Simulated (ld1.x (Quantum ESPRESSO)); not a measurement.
## Which change was made? (O, TM)

ld1.x (Quantum ESPRESSO) 7.5 input, shortened:

```
&input
   title='O', zed=8., rel=1, dft='PZ', iswitch=3,
   config='[He] 2s1 2p5 3d-2'
 /
 &inputp
   pseudotype=2, tm=.true., lloc=0,
   nlcc=.false.
 /
3
2P  2  1   5.00   0.00  2.00  2.00  0.0
3D  3  2  -2.00   0.50  1.70  1.70  0.0
2S  1  0   1.00   0.00  0.75  0.75  0.0
 &test
   configts(1)='2s1 2p5'
 /
```

Cutoffs, loose and tight: the cutoffs (Ry, on a coarse ladder) from which the occupation-weighted sum of valence levels, in a spherical-Bessel basis at the reference potential, stays within 10 and 1 mRy of its value at 400 Ry. They do not see the model core or the augmentation charge, which bear on the density cutoff. Test errors are all-electron minus pseudo excitation energies from the reference, over the configurations 2s2 2p4; 2s2 2p3; 2s2 2p2; 2s2 2p0; 2s2 2p4.3; 2s1 2p4; 2s2 2p1 (two spin-polarised tests are not counted in the largest error); variants that change the core or the reference have their own tests. The largest error is taken over the tests solved by every variant that gives reliable tests at all, those not shown here included: 2s2 2p0; 2s2 2p1; 2s2 2p2; 2s2 2p3; 2s2 2p4; 2s2 2p4.3.

The base gives: outcome: generated; cutoff, loose: 70 Ry; cutoff, tight: 180 Ry; bound ghosts: none; largest test error (meV): +7694.

(1) After one change the result is: outcome: generated, overlap not positive; bound ghosts: not determined (overlap not positive); largest test error (meV): +5618. Which change was it?
A. type ultrasoft; waves now 2s (bound): rcut 0.65, rcutus 0.75 bohr; 2s channel at -1.2 Ry: rcut 0.65, rcutus 0.75 bohr; 2p (bound): rcut 1.75, rcutus 2.00 bohr; 2p channel at 0.35 Ry: rcut 1.75, rcutus 2.00 bohr; 3d channel at 0.5 Ry: rcut 1.50, rcutus 1.70 bohr; 3d channel at 2.4 Ry: rcut 1.50, rcutus 1.70 bohr; local potential all-electron potential smoothed inside 2.00 bohr (lloc = -1); augmentation built from norm-conserving waves at rcut, not smoothed further
B. all radii scaled by about 0.86 (s 0.64, p 1.72, d 1.46 bohr)
C. wave 2p (bound): rc 2.00 bohr becomes 2p (bound): rc 1.28 bohr

Answers

(1) A. The others give: all radii scaled by about 0.86 (s 0.64, p 1.72, d 1.46 bohr) → outcome: generated; cutoff, loose: 140 Ry; cutoff, tight: 300 Ry; bound ghosts: none; largest test error (meV): +4835 | wave 2p (bound): rc 2.00 bohr becomes 2p (bound): rc 1.28 bohr → outcome: generated; cutoff, loose: 80 Ry; cutoff, tight: 180 Ry; bound ghosts: none; largest test error (meV): +1761. A file whose overlap is not positive is unfit for use, and its test errors describe a broken file.
